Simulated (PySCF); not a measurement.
**Radial density of Cu (copper, neutral)**

TPSS, [Ar] 3d10 4s1, 2S determinant. Calculation: PySCF 2.14, in x2c-QZVPPall (11s7p6d4f2g, 108 functions); scalar relativity by spin-free X2C-1e.

```
r (bohr)  4πr²ρ (e/bohr)  4πr²(ρα − ρβ)
0.000988          0.2909         0.0001
 0.00166          0.7348         0.0002
 0.00280           1.814         0.0006
 0.00470           4.305         0.0013
 0.00791           9.528         0.0029
  0.0133           18.73         0.0056
  0.0224           30.15         0.0080
  0.0376           35.32         0.0059
  0.0633           29.33        -0.0009
   0.106           31.77         0.0065
   0.179           39.77         0.0042
   0.301           21.25        -0.0663
   0.507           21.15        -0.0749
   0.852           16.58        -0.0915
    1.43           4.340         0.2110
    2.41           1.084         0.4391
    4.06          0.2174         0.1553
    6.82         0.01067         0.0097
    11.5       5.341e-05         0.0001
```

Densities and radii are taken from the X2C orbitals without a picture-change correction, which distorts them close to the nucleus.

(1) Where is the radial spin density 4πr²(ρα − ρβ) most negative, and why is it negative at all?

Answers

(1) Around r = 0.852 bohr, down to -0.0915 e/bohr: exchange with the open shell polarises the paired shells in an unrestricted calculation.
